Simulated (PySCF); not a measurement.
## Bond curve of SnBr⁺

Set-up: Sn def2-TZVPPD with ECP28, Br def2-TZVPPD; scalar-relativistic core potentials (PySCF 2.14). Energies in eV from Sn⁺ + Br in their ground configurations at the same level. State: ¹Σ⁺ (singlet), closed shell.

All columns are PBE. A positive dipole points towards Br; it is taken about the centre of mass and depends on that origin.

```json
{"R (Å)": "2.071", "E (eV)": "-2.620", "μ (D)": "-1.52", "Mulliken charge on Sn (basis-dependent)": "1.01", "HOMO (eV)": "-13.35", "LUMO (eV)": "-9.15", "Mayer bond order": "1.52", "⟨S²⟩": "0.00"}
{"R (Å)": "2.167", "E (eV)": "-3.434", "μ (D)": "-2.08", "Mulliken charge on Sn (basis-dependent)": "1.04", "HOMO (eV)": "-13.46", "LUMO (eV)": "-9.28", "Mayer bond order": "1.49", "⟨S²⟩": "0.00"}
{"R (Å)": "2.264", "E (eV)": "-3.890", "μ (D)": "-2.64", "Mulliken charge on Sn (basis-dependent)": "1.05", "HOMO (eV)": "-13.52", "LUMO (eV)": "-9.41", "Mayer bond order": "1.49", "⟨S²⟩": "0.00"}
{"R (Å)": "2.336", "E (eV)": "-4.062", "μ (D)": "-3.06", "Mulliken charge on Sn (basis-dependent)": "1.06", "HOMO (eV)": "-13.54", "LUMO (eV)": "-9.51", "Mayer bond order": "1.49", "⟨S²⟩": "0.00"}
{"R (Å)": "2.408", "E (eV)": "-4.126", "μ (D)": "-3.47", "Mulliken charge on Sn (basis-dependent)": "1.06", "HOMO (eV)": "-13.29", "LUMO (eV)": "-9.61", "Mayer bond order": "1.49", "⟨S²⟩": "0.00"}
{"R (Å)": "2.480", "E (eV)": "-4.109", "μ (D)": "-3.87", "Mulliken charge on Sn (basis-dependent)": "1.06", "HOMO (eV)": "-13.06", "LUMO (eV)": "-9.70", "Mayer bond order": "1.49", "⟨S²⟩": "0.00"}
{"R (Å)": "2.577", "E (eV)": "-3.995", "μ (D)": "-4.38", "Mulliken charge on Sn (basis-dependent)": "1.06", "HOMO (eV)": "-12.78", "LUMO (eV)": "-9.81", "Mayer bond order": "1.49", "⟨S²⟩": "0.00"}
{"R (Å)": "2.697", "E (eV)": "-3.755", "μ (D)": "-4.98", "Mulliken charge on Sn (basis-dependent)": "1.06", "HOMO (eV)": "-12.46", "LUMO (eV)": "-9.95", "Mayer bond order": "1.48", "⟨S²⟩": "0.00"}
{"R (Å)": "2.841", "E (eV)": "-3.386", "μ (D)": "-5.64", "Mulliken charge on Sn (basis-dependent)": "1.08", "HOMO (eV)": "-12.13", "LUMO (eV)": "-10.09", "Mayer bond order": "1.47", "⟨S²⟩": "0.00"}
{"R (Å)": "3.034", "E (eV)": "-2.843", "μ (D)": "-6.42", "Mulliken charge on Sn (basis-dependent)": "1.10", "HOMO (eV)": "-11.78", "LUMO (eV)": "-10.24", "Mayer bond order": "1.45", "⟨S²⟩": "0.00"}
```

A fit through these points gives, at Re = 2.427 Å, μ = -3.57 D and dμ/dR = -5.56 D/Å; the reduced mass is 47.59 u.

Task: How strong is the fundamental in the double-harmonic approximation, I = 42.26·(dμ/dR)²/μred km/mol?

Result: I = 42.26·(-5.56)²/47.59 = 27.5 km/mol at PBE.

These are scalar-relativistic numbers at best; spin–orbit coupling would shift them, the dissociation energy most. For an ion De counts to the pair picked by the measured ionisation energies or electron affinities, which need not be the lowest pair at this level.
